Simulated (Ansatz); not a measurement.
`[OH][Ge][OH]` + HCl → `[OH][Ge][Cl]` + H₂O at 500 K and 1 bar (ligand exchange at a Ge–O bond).

Gas-phase electronic energies from Ansatz, PBE0-D4/def2-TZVP geometries. CCSD(T)/CBS adds triple-zeta CCSD(T) − MP2 to the extrapolated MP2 energy (def2 sets, frozen cores). This one scheme is used for every species. For Ge outer-core shells are correlated without core-valence functions, which leaves a few kJ/mol of doubt a bond. Scalar relativity is left out up to krypton. Each species was taken in one conformer, which may not be the lowest.

| species | CCSD(T)/CBS energy (Eh) | H − E (kJ/mol) | S (J/(mol·K)) |
| --- | --- | --- | --- |
| `[OH][Ge][OH]` | -2227.71391 | 98.5 | 320.1 |
| HCl | -460.38127 | 32.5 | 201.9 |
| `[OH][Ge][Cl]` | -2611.73425 | 64.8 | 325.3 |
| H₂O | -76.37941 | 73.2 | 206.3 |

H − E and S are ideal-gas, rigid-rotor, harmonic terms from PBE0-D4/def2-TZVP, for one conformer and one mirror image of each species. 1 Eh = 2625.50 kJ/mol, R = 8.31446 J/(mol·K).

Problem. By hand: ΔE, ΔH, ΔS and ΔG.

Solution. ΔE = (-2611.73425) + (-76.37941) − (-2227.71391) − (-460.38127) = -0.01848 Eh = -48.5 kJ/mol. Δ(H − E) = 64.8 + 73.2 − 98.5 − 32.5 = 7.0, so ΔH = -41.5 kJ/mol. ΔS = 325.3 + 206.3 − 320.1 − 201.9 = 9.6 J/(mol·K). ΔG = -41.5 − 500 × (9.6)/1000 = -46.3 kJ/mol.

Problem. By hand: the equilibrium constant, and the temperature at which ΔG would vanish if ΔH and ΔS stayed fixed.

Solution. log₁₀ K = −ΔG/(RT ln 10) = 4.8. ΔH and −TΔS have one sign here, so there is no such temperature.

The number of gas molecules stays the same, so ΔS is small and ΔH decides. A doubt of 5 kJ/mol in ΔE shifts log₁₀ K by 0.5 here. Other conformers and mirror images would add mixing entropy, several J/(mol·K) or more a flexible species. These are equilibria of isolated gas molecules and say nothing of rates. Largest T1 diagnostic: 0.015 (customary marks: 0.02 for closed shells, 0.045 for open ones).

ΔS is within the doubt of such terms, so its sign, and with it that verdict, could turn.
